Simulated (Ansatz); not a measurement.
Compare A (`C=[C]([GeH3])C=O`) with its isomer B (`[CH3][GeH]1[CH]=[C]1O`).

Program: Ansatz. Geometries: PBE0-D4/def2-TZVP. ΔE: electronic, gas phase. CCSD(T)/CBS is the MP2 limit (def2-TZVPP, def2-QZVPP) plus CCSD(T) − MP2 in def2-TZVPP, frozen cores. DFT in def2-TZVPP. B3LYP here is the variant with VWN-RPA as its local correlation; programs differ in this. For Ge outer-core shells are correlated without core-valence functions, which leaves a few kJ/mol of doubt a bond. Scalar relativity is left out up to krypton. Each species was taken in one conformer, which may not be the lowest.

(1) Which is lower in electronic energy at CCSD(T)/CBS, and by how much? (An estimate is asked.)

(2) Give E(B) − E(A) in kJ/mol with r2SCAN-D4, ωB97M-V, MP2/def2-TZVPP, CCSD(T)/def2-TZVPP, PBE-D4, B3LYP-D4, HF/def2-TZVPP. (An estimate is asked.)

Largest T1 diagnostic: 0.014.

Results:

(1) Ansatz gave: A, by 91.9 kJ/mol.

(2) The calculation gave: r2SCAN-D4 90.7, ωB97M-V 94.2, MP2/def2-TZVPP 86.4, CCSD(T)/def2-TZVPP 100.1, PBE-D4 84.9, B3LYP-D4 110.1, HF/def2-TZVPP 137.5. None reverses the order clearly.

The D4 term adds +3.5 kJ/mol with B3LYP and +1.8 kJ/mol with PBE0; it sums over pairs of atoms, weighted by their polarisabilities, and B3LYP, whose exchange is more repulsive, gets the larger term. In def2-TZVPP, CCSD(T) changes the Hartree–Fock value by −37.4 kJ/mol (the triples alone add −2.7 kJ/mol) and MP2 by −51.1 kJ/mol.
